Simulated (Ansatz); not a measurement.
Abridged output of a molecular run in Ansatz:

```
Functional definition: HF
2610 factors; integrals over basis functions are off by at most 1.1e-3 eV
mean field evaluation 1: about -34482.8288 eV, gradient 7.9e1 eV
mean field evaluation 2: about -34483.2261 eV, gradient 7.9e1 eV
mean field evaluation 4: about -34494.0319 eV, gradient 9.7e0 eV
mean field evaluation 8: about -34494.2691 eV, gradient 7.8e-1 eV
mean field evaluation 16: about -34494.2711 eV, gradient 2.0e-6 eV
mean field -34494.27110122 eV, -1267.6410819132 hartree, gradient 2.0e-6 eV, S^2 0.000000; 0 other end points of the search recorded, 0 dependent functions left out
12 core orbitals not correlated: weight in the atoms' cores, before any rotation towards them, 1.000 or more for the frozen orbitals, at most 0.000 for the correlated occupied ones
reference -34494.27110122 eV, -1267.6410819132 hartree; 29, 29 occupied and 380, 380 virtual orbitals, 2610 factors
second order -52.12898634 eV of doubles, -0.00000000 eV of singles
cycle   1  -50.86613592 eV  change     1.3e0 eV  update   2.7e-1
cycle   2  -52.48222161 eV  change    -1.6e0 eV  update   1.7e-1
cycle   3  -52.98631467 eV  change   -5.0e-1 eV  update   6.2e-2
cycle   4  -53.02132856 eV  change   -3.5e-2 eV  update   2.4e-2
cycle   5  -52.98829111 eV  change    3.3e-2 eV  update   8.8e-3
cycle   6  -52.98434345 eV  change    3.9e-3 eV  update   3.6e-3
cycle   7  -52.98677111 eV  change   -2.4e-3 eV  update   1.7e-3
cycle   8  -52.98613616 eV  change    6.3e-4 eV  update   6.1e-4
cycle   9  -52.98608420 eV  change    5.2e-5 eV  update   2.8e-4
cycle  10  -52.98665855 eV  change   -5.7e-4 eV  update   1.3e-4
cycle  11  -52.98645779 eV  change    2.0e-4 eV  update   6.3e-5
cycle  12  -52.98634260 eV  change    1.2e-4 eV  update   3.1e-5
cycle  13  -52.98640689 eV  change   -6.4e-5 eV  update   1.2e-5
perturbative correction -2.45801146 eV, -0.0903302552 hartree
Total energy: -34549.71551958 eV, -1269.6786267063 hartree
```

Its atoms:

```xyz
18

C     2.142    1.442   -0.867
O     1.246    1.062    0.127
Ti    0.046   -0.168    0.615
O     0.572   -0.978    2.151
O    -0.049   -1.396   -0.679
C     0.050   -2.738   -1.029
O    -1.548    0.606    0.848
C    -2.320    1.753    0.701
H     3.169    1.386   -0.491
H     2.058    0.794   -1.748
H     1.946    2.474   -1.177
H     0.073   -1.121    2.956
H    -0.937   -3.136   -1.290
H     0.460   -3.333   -0.205
H     0.707   -2.852   -1.898
H    -2.913    1.923    1.606
H    -1.694    2.636    0.528
H    -3.008    1.644   -0.145
```

**Question.** Which basis set was used?
A. def2-TZVPP
B. cc-pV(D+d)Z
C. def2-SVP
D. cc-pV(Q+d)Z

**Answer.** A. It gives 421 functions.

**Question.** Write the keys of the input that set method, charge and spin (a neutral closed shell needs none for the last two).

**Answer.** 
```yaml
correlation: {method: ccsd_t}
```
